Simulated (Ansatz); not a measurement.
CH7ClO2Si2 can be A, `O[SiH2]C[SiH](O)Cl`, or B, `C[Si@@H](O)[Si@H](O)Cl`.

Program: Ansatz. Geometries: PBE0-D4/def2-TZVP. ΔE: electronic, gas phase. CBS: MP2 limit from def2 TZ/QZ plus the TZ coupled-cluster correction, frozen cores. Functionals use def2-TZVPP. B3LYP here is the variant with VWN-RPA as its local correlation; programs differ in this. One conformer a species, not always the lowest.

A:

Z-matrix (Å, degrees):
```
Si
C 1 1.859
O 1 1.666 2 105.2
H 1 1.489 2 111.8 3 118.9
H 1 1.486 2 111.7 3 -119.6
Si 2 1.861 1 113.7 3 40.5
H 2 1.096 1 109.2 3 -79.9
H 2 1.095 1 108.8 3 162.9
H 3 0.958 1 118.0 2 -176.7
O 6 1.629 2 110.8 1 -57.1
Cl 6 2.067 2 106.8 1 64.4
H 6 1.476 2 113.8 1 -178.1
H 10 0.967 6 113.2 2 40.1
```

B:

```xyz
13

C     0.363    1.936    0.017
Si    0.146    0.212   -0.662
O     1.524   -0.381   -1.361
Si   -0.432   -1.301    1.034
O    -0.793   -2.812    0.508
Cl   -2.091   -0.428    1.928
H     1.169    1.972    0.754
H    -0.560    2.263    0.503
H     0.596    2.647   -0.780
H    -0.973    0.230   -1.656
H     1.858    0.056   -2.146
H     0.573   -1.497    2.104
H    -1.382   -2.896   -0.244
```

Q: Which isomer does CCSD(T)/CBS put lower? Give the gap. (Estimate.)

A: Computed: A, by 11.0 kcal/mol.

Q: Give E(B) − E(A) in kcal/mol with CCSD(T)/def2-TZVPP, CCSD/def2-TZVPP, ωB97M-V, B3LYP, r2SCAN-D4, B2PLYP, PBE-D4. (Best estimate.)

A: The calculation gave: CCSD(T)/def2-TZVPP 11.4, CCSD/def2-TZVPP 11.3, ωB97M-V 12.2, B3LYP 8.3, r2SCAN-D4 10.0, B2PLYP 10.2, PBE-D4 7.3. None reverses the order clearly.

Largest T1 diagnostic: 0.011.

From PBE to PBE0 (25 % exact exchange), in def2-TZVPP and without D4, E(B) − E(A) moves by +1.6 kcal/mol. In def2-TZVPP, CCSD(T) changes the Hartree–Fock value by +0.9 kcal/mol (the triples alone add +0.1 kcal/mol) and MP2 by +2.4 kcal/mol.
